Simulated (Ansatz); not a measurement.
Mulliken charges of H₅NSiTe (`N[SiH2][TeH]`) from ωB97M-V/def2-TZVPP in Ansatz (PBE0-D4/def2-TZVP geometry).

| atom | x (Å) | y (Å) | z (Å) | charge (e) |
| --- | --- | --- | --- | --- |
| N1 | -0.836 | 0.567 | -0.962 | -0.342 |
| Si2 | 0.563 | 0.395 | 0.012 | 0.259 |
| Te3 | 1.088 | -1.884 | 0.931 | -0.111 |
| H4 | -0.930 | 0.010 | -1.798 | 0.120 |
| H5 | -1.730 | 0.672 | -0.507 | 0.119 |
| H6 | 0.408 | 1.341 | 1.142 | -0.015 |
| H7 | 1.769 | 0.691 | -0.799 | -0.021 |
| H8 | -0.240 | -1.849 | 1.924 | -0.010 |

Q: By hand: the dipole of these point charges (1 e Å = 4.8032 D).

A: Σ q r = (-0.047, 0.183, -0.067) e Å, of length 0.200 e Å = 0.96 D.

Q: How does the dipole of the full density compare? (An estimate is asked.)

A: Computed: (-0.318, 0.073, -0.154) e Å, 1.73 D; the point charges give 0.55 times that, at 58° from its direction.

Point charges leave out the atoms' own dipoles, such as those of lone pairs, and Mulliken's split depends on the basis, so the two needn't agree.
